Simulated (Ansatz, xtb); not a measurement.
## A geometry optimisation of CH4Ga2 with r2SCAN-D4/def2-SVP

The starting geometry of this gas-phase triplet was built from a drawn formula by distance geometry; its bonds are those of `[CH3][GaH][Ga]`.

```xyz
7

C     0.4234   -1.2343   -0.7272
Ga    1.1931   -0.6875   -2.5271
Ga    3.2076    0.3534   -2.7214
H     0.7542   -2.1565   -0.2729
H     0.7226   -0.3772    0.0168
H    -0.6502   -1.1422   -0.8122
H     0.0980    0.1267   -3.1953
```

**Question.** Predict what becomes of its bonds when it is optimised with r2SCAN-D4/def2-SVP.

**Answer.** It keeps its bonds, and is `[CH3][GaH][Ga]`.

The energy falls by 0.66 eV over 19 steps:

```
step  E − E(last) (eV)
   1             0.659
   3             0.059
   5             0.016
   7             0.016
   9             0.015
  11             0.010
  13             0.005
  15             0.002
  17             0.000
  19             0.000
```

Final geometry (Å):

```xyz
7

C     0.4151   -1.1522   -0.6404
Ga    1.0016   -0.2488   -2.2926
Ga    3.3504   -0.3567   -3.0535
H     1.2301   -1.6926   -0.1389
H     0.0055   -0.4028    0.0560
H    -0.3865   -1.8677   -0.8855
H     0.1325    0.6034   -3.2844
```

From the same start GFN2-xTB ends elsewhere, differing in Ga2–H7 (2.03 against 1.57 Å here).

No frequencies were run, so the end isn't proven a minimum. Open shells are spin-unrestricted. The triplet needn't be the ground state. Run with Ansatz 0.2.0, 75 s on 2 threads of Intel(R) Xeon(R) 6975P-C (Granite Rapids), on a shared host.
